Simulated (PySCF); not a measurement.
C₇H₁₀O₂SSi, SMILES COC(=O)C[SiH2]c1cccs1 (GFN2-xTB optimised geometry):

```
21

C      0.381    -3.966    -2.915
O     -0.404    -3.670    -1.770
C      0.250    -3.121    -0.730
O      1.434    -2.893    -0.748
C     -0.682    -2.801     0.379
Si    -1.600    -1.168    -0.015
C     -0.389     0.256     0.000
C      0.978     0.256     0.000
C      1.545     1.547     0.000
C      0.604     2.527    -0.001
S     -0.991     1.890    -0.003
H      1.134    -4.720    -2.675
H      0.887    -3.066    -3.271
H     -0.308    -4.342    -3.667
H     -1.424    -3.590     0.466
H     -0.125    -2.718     1.309
H     -2.251    -1.281    -1.325
H     -2.603    -0.976     1.039
H      1.560    -0.649    -0.007
H      2.603     1.736     0.001
H      0.746     3.590     0.000
```

Level of theory: PySCF 2.14.0 with PBE0/def2-SVP.

Task: What are the frontier orbital energies and the dipole moment?

Result: HOMO-2 -7.91 eV, HOMO-1 -7.24 eV, HOMO -6.88 eV, LUMO -0.64 eV, LUMO+1 0.28 eV; dipole moment 1.02 D.

Meta-Löwdin charges at PBE0/def2-SVP: C1 -0.09, O2 -0.34, C3 0.50, O4 -0.46, C5 -0.45, Si6 0.63, C7 -0.35, C8 -0.12, C9 -0.14, C10 -0.23, S11 0.25, H12 0.11, H13 0.11, H14 0.12, H15 0.14, H16 0.14, H17 -0.10, H18 -0.10, H19 0.13, H20 0.12, H21 0.13.
